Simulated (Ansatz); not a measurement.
Consider the formal exchange of groups at a B–C bond: `BCCBr` + `CCI` → `BCCI` + `CCBr`.

Program: Ansatz. Geometries: PBE0-D4/def2-TZVP. ΔE: electronic, gas phase. CCSD(T)/CBS is the MP2 limit (def2-TZVPP, def2-QZVPP) plus CCSD(T) − MP2 in def2-TZVPP, frozen cores. DFT in def2-TZVPP. Elements past krypton have def2 core potentials. For Br, I outer-core shells are correlated without core-valence functions, which leaves a few kJ/mol of doubt a bond. Scalar relativity is left out up to krypton. Each species was taken in one conformer, which may not be the lowest.

`BCCBr`:

```xyz
10

B     0.154   -0.391   -1.398
C     0.016    0.582   -0.193
C     0.008   -0.034    1.185
Br   -1.583   -1.140    1.427
H    -0.062    0.000   -2.508
H     0.551   -1.509   -1.242
H    -0.821    1.276   -0.318
H     0.914    1.224   -0.285
H    -0.028    0.697    1.991
H     0.850   -0.706    1.340
```

`CCI`:

Z-matrix (Å, degrees):
```
C
C 1 1.507
H 1 1.091 2 111.5
H 1 1.095 2 109.4 3 119.5
H 1 1.091 2 111.5 3 -121.0
I 2 2.149 1 112.1 3 60.5
H 2 1.088 1 112.7 3 178.4
H 2 1.088 1 112.7 3 -57.4
```

`BCCI`:

Z-matrix (Å, degrees):
```
C
C 1 1.508
B 1 1.556 2 115.8
H 1 1.100 2 111.2 3 -122.8
H 1 1.100 2 111.2 3 123.0
I 2 2.154 1 113.1 3 179.9
H 2 1.088 1 112.5 3 -61.9
H 2 1.088 1 112.5 3 61.6
H 3 1.197 1 118.9 2 179.9
H 3 1.198 1 122.2 2 -0.2
```

`CCBr`:

```xyz
8

C     0.365    0.636    0.341
C    -0.217   -0.501   -0.456
Br   -1.451   -1.568    0.613
H     1.050    1.209   -0.292
H     0.922    0.270    1.204
H    -0.416    1.310    0.697
H     0.543   -1.200   -0.800
H    -0.798   -0.157   -1.308
```

Is it downhill or uphill in electronic energy at CCSD(T)/CBS, and by how much? (Best estimate.)

The calculation gave: Nearly level: ΔE = +0.01 eV.

What do these levels give: r2SCAN-D4, ωB97M-V, HF/def2-QZVPP, HF/CBS(def2), MP2/CBS(def2), CCSD/CBS(def2)? (An estimate is asked.)

The calculation gave: r2SCAN-D4 -0.01, ωB97M-V 0.00, HF/def2-QZVPP -0.01, HF/CBS(def2) -0.01, MP2/CBS(def2) 0.01, CCSD/CBS(def2) 0.01 eV.

Largest T1 diagnostic among the species: 0.009.
